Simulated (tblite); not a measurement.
C10H7FSi.
InChI=1S/C10H7FSi/c1-2-7-4-3-5-9-8(7)6-10(11)12-9/h1,3-6H,12H2

Computed values, GFN2-xTB/tblite, gas phase, harmonic and unscaled. This tight-binding method is rough: wavenumbers can miss measured ones by several per cent, in bad cases by 10 to 20. Modes of hydrogen on silicon can be 10 to 20 % off.

Harmonic wavenumbers (cm⁻¹): 74.0, 105.7, 121.2, 154.6, 242.9, 270.7, 314.4, 330.8, 340.0, 371.4, 406.8, 453.8, 468.1, 502.1, 520.3, 530.0, 538.4, 612.5, 636.3, 645.7, 673.3, 673.7, 703.3, 756.8, 797.1, 852.6, 866.7, 872.6, 899.3, 921.5, 1094.5, 1120.8, 1172.6, 1195.2, 1223.8, 1237.1, 1261.4, 1335.9, 1403.8, 1444.8, 1558.4, 1569.4, 1609.7, 2252.4, 2274.7, 2278.0, 3072.0, 3080.0, 3090.6, 3095.8, 3394.1.

A = 1212, B = 714.0, C = 451.8 MHz; mass 174.030 u (most abundant isotopes); point group Cs, symmetry number 1.

Problem. Zero-point energy?

Solution. ½Σν̃ = 27711 cm⁻¹ = 331.50 kJ/mol.

Problem. Give the ideal-gas entropy at 500 K and 1 bar in the rigid-rotor, harmonic-oscillator model (classical rotation).

Solution. Translation 183.95, rotation 136.51, vibration 229.07: S = 549.5 J/(mol K).

Problem. And Cp and H(500 K) − H(0)?

Solution. Cp = 274.70 J/(mol K), of which vibrations give 241.44 (their classical limit is 51 R = 424.0); H(500 K) − H(0) = 79.67 kJ/mol without the zero-point energy, 63.04 from vibrations.

Problem. Blend soft modes into free rotors: weight 1/[1 + (100 cm⁻¹/ν̃)⁴] for the oscillator and the rest for a rotor with moment μB/(μ + B), μ = h/(8π²ν), B = 10⁻⁴⁴ kg m². What vibrational entropy results?

Solution. 220.98 J/(mol K) in place of 229.07, which changes −T·S at 500 K by +4.04 kJ/mol.

Problem. How do the functions run with temperature in this model?

Solution. 
```tsv
T (K)	S (J/(mol K))	Cp (J/(mol K))	H − H(0) (kJ/mol)	G − H(0) (kJ/mol)	ln q(vib)
50	250.8	49.1	1.92	-10.62	0.22
100	292.6	75.2	5.01	-24.26	1.07
298.15	428.8	192.6	31.83	-96.02	6.26
373.15	476.0	227.9	47.64	-129.97	8.52
750	673.3	334.2	156.47	-348.48	19.72
1000	774.7	369.9	244.83	-529.87	26.41
```

q(vib) and H(0) count from the zero-point level.

Problem. What must be added to the electronic energy to get the Gibbs energy at 500 K and 1 bar?

Solution. ZPE + [H(500 K) − H(0)] − T·S = 331.50 + 79.67 − 274.76 = 136.41 kJ/mol.

Problem. Which modes carry the vibrational entropy at 500 K?

Solution. 74.0 cm⁻¹: 21.19; 105.7 cm⁻¹: 18.24; 121.2 cm⁻¹: 17.11; 154.6 cm⁻¹: 15.12; 242.9 cm⁻¹: 11.46; 270.7 cm⁻¹: 10.60 J/(mol K); the other 45 give 135.34 together.

Hindered rotation and anharmonicity are outside this model.

The run took 0.87 s on Arm Neoverse V2, one thread, no GPU (shared host). The figure is for the frequency step alone.
